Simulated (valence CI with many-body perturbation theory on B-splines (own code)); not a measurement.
## E1 line list for V IX

Method: configuration interaction combined with many-body perturbation theory (CI+MBPT): five valence electrons over a frozen Dirac-Fock core [Ne], a basis of 9 s, 9 p, 8 d, 6 f, 3 g, 1 h functions for each j, with the one-electron correlation potential Σ1 (screened to all orders), the two-electron term Σ2, the three-electron term Σ3, Breit, model QED; selected single and double excitations, second order for the rest, scaled by the run's own slope (own B-spline code, finite nucleus).

No measured levels were compared; by estimate levels of excited configurations hold to 0.05 to 0.15 % of their energy, terms of the ground configuration to about 0.5 %. Among the levels kept, up to 700 cm⁻¹ of a level comes from second order outside the variational space, and about a tenth of that is noise between levels of different J, which matters for small intervals.

Lines 101 to 150 of 176 in falling wavelength, among levels below 507560 cm⁻¹, chosen from the strongest by gf and those to the six lowest levels. Wavelengths and rates use the calculated energies, so an error of 200 cm⁻¹ moves a line at 31.29 nm by 0.063 % and its rate by three times that or more. Electric multipoles are in the length gauge, E1 and E2 with the static RPA response of the core. Weak lines are less certain than strong ones. Lines between different terms over intervals too small for the method are left out, as are lines whose strength nearly cancels.

Names give the largest LS component (configuration and term), which can be under half, so a name can repeat, a term be missing and a line seem to break the LS rules; names also repeat where a configuration has a term twice. Letters in brackets count levels of one name in rising energy.

```tsv
λ vac (nm)	Upper	Lower	A (s⁻¹)	log gf	Branch %
31.29	3s.3p4 2S_1/2	3s2.3p3 4S°_3/2	3.05e+07	-3.05	0.5
31.03	3s2.3p2.3d 4D_7/2	3s2.3p3 2D°_5/2	1.40e+05	-4.79	100.0
29.63	3s2.3p2.3d 2P_3/2 [b]	3s2.3p3 2P°_3/2	3.28e+09	-0.76	6.6
29.61	3s2.3p2.3d 4F_3/2	3s2.3p3 4S°_3/2	2.05e+06	-3.97	4.1
29.45	3s2.3p2.3d 4F_5/2	3s2.3p3 4S°_3/2	4.53e+06	-3.45	15.2
29.44	3s2.3p2.3d 2P_3/2 [b]	3s2.3p3 2P°_1/2	9.02e+08	-1.33	1.8
29.11	3s2.3p2.3d 2P_1/2 [b]	3s2.3p3 2P°_3/2	7.50e+09	-0.72	15.2
28.96	3s2.3p2.3d 4P_5/2	3s2.3p3 2P°_3/2	5.57e+06	-3.38	0.0
28.93	3s2.3p2.3d 2P_1/2 [b]	3s2.3p3 2P°_1/2	4.57e+09	-0.94	9.2
28.76	3s2.3p2.3d 4P_3/2	3s2.3p3 2P°_3/2	1.74e+07	-3.06	0.0
28.65	3s2.3p2.3d 4P_1/2	3s2.3p3 2P°_3/2	4.99e+07	-2.91	0.1
28.62	3s2.3p2.3d 2F_5/2 [a]	3s2.3p3 4S°_3/2	2.59e+07	-2.72	88.2
28.58	3s2.3p2.3d 4P_3/2	3s2.3p3 2P°_1/2	1.02e+06	-4.30	0.0
28.47	3s2.3p2.3d 4P_1/2	3s2.3p3 2P°_1/2	6.79e+07	-2.78	0.1
28.44	3s2.3p2.3d 4D_1/2	3s2.3p3 4S°_3/2	2.42e+07	-3.23	13.6
28.39	3s2.3p2.3d 2G_7/2	3s2.3p3 2D°_5/2	7.70e+07	-2.13	100.0
28.39	3s2.3p2.3d 4D_3/2	3s2.3p3 4S°_3/2	8.84e+07	-2.37	47.9
28.23	3s2.3p2.3d 4D_5/2	3s2.3p3 4S°_3/2	1.03e+08	-2.13	78.8
28.18	3s2.3p2.3d 2D_3/2 [a]	3s2.3p3 2P°_3/2	1.22e+08	-2.24	1.1
28.01	3s2.3p2.3d 2D_3/2 [a]	3s2.3p3 2P°_1/2	3.66e+06	-3.76	0.0
27.72	3s2.3p2.3d 2D_5/2 [a]	3s2.3p3 2P°_3/2	7.22e+08	-1.30	4.1
27.59	3s2.3p2.3d 2P_3/2 [b]	3s2.3p3 2D°_5/2	3.52e+10	0.21	71.2
27.47	3s2.3p2.3d 2P_3/2 [b]	3s2.3p3 2D°_3/2	1.01e+10	-0.34	20.4
27.02	3s2.3p2.3d 2P_1/2 [b]	3s2.3p3 2D°_3/2	3.65e+10	-0.10	73.8
27.01	3s2.3p2.3d 4P_5/2	3s2.3p3 2D°_5/2	5.02e+08	-1.48	0.8
26.89	3s2.3p2.3d 4P_5/2	3s2.3p3 2D°_3/2	9.50e+07	-2.21	0.1
26.83	3s2.3p2.3d 4P_3/2	3s2.3p3 2D°_5/2	2.72e+06	-3.93	0.0
26.72	3s2.3p2.3d 4P_3/2	3s2.3p3 2D°_3/2	2.42e+08	-1.99	0.4
26.62	3s2.3p2.3d 4P_1/2	3s2.3p3 2D°_3/2	7.93e+08	-1.77	1.1
26.53	3s2.3p2.3d 2D_5/2 [b]	3s2.3p3 2P°_3/2	3.42e+09	-0.66	7.6
26.50	3s2.3p2.3d 2D_3/2 [b]	3s2.3p3 2P°_3/2	3.93e+07	-2.78	0.1
26.35	3s2.3p2.3d 2D_3/2 [b]	3s2.3p3 2P°_1/2	3.41e+09	-0.85	6.2
26.33	3s2.3p2.3d 2D_3/2 [a]	3s2.3p3 2D°_5/2	3.12e+09	-0.89	27.4
26.22	3s2.3p2.3d 2D_3/2 [a]	3s2.3p3 2D°_3/2	6.85e+09	-0.55	60.2
25.93	3s2.3p2.3d 2D_5/2 [a]	3s2.3p3 2D°_5/2	1.51e+10	-0.04	85.1
25.82	3s2.3p2.3d 2D_5/2 [a]	3s2.3p3 2D°_3/2	6.75e+08	-1.39	3.8
25.55	3s2.3p2.3d 2P_1/2 [c]	3s2.3p3 2P°_3/2	4.06e+09	-1.10	7.5
25.40	3s2.3p2.3d 2P_1/2 [c]	3s2.3p3 2P°_1/2	4.86e+10	-0.03	89.8
25.31	3s2.3p2.3d 2P_3/2 [c]	3s2.3p3 2P°_3/2	4.26e+10	0.21	77.3
25.20	3s2.3p2.3d 2S_1/2	3s2.3p3 2P°_3/2	4.55e+10	-0.06	87.9
25.17	3s2.3p2.3d 2P_3/2 [c]	3s2.3p3 2P°_1/2	1.18e+10	-0.35	21.3
25.13	3s2.3p2.3d 2F_5/2 [b]	3s2.3p3 2P°_3/2	5.52e+07	-2.50	0.1
25.06	3s2.3p2.3d 2S_1/2	3s2.3p3 2P°_1/2	3.29e+09	-1.21	6.3
25.06	3s2.3p2.3d 2P_3/2 [b]	3s2.3p3 4S°_3/2	4.53e+06	-3.77	0.0
24.88	3s2.3p2.3d 2D_5/2 [b]	3s2.3p3 2D°_5/2	3.92e+10	0.34	87.2
24.85	3s2.3p2.3d 2D_3/2 [b]	3s2.3p3 2D°_5/2	6.46e+09	-0.62	11.8
24.78	3s2.3p2.3d 2D_5/2 [b]	3s2.3p3 2D°_3/2	2.31e+09	-0.89	5.1
24.76	3s2.3p2.3d 2D_3/2 [b]	3s2.3p3 2D°_3/2	4.49e+10	0.22	81.9
24.69	3s2.3p2.3d 2P_1/2 [b]	3s2.3p3 4S°_3/2	9.03e+08	-1.78	1.8
24.58	3s2.3p2.3d 4P_5/2	3s2.3p3 4S°_3/2	6.62e+10	0.56	99.1
```
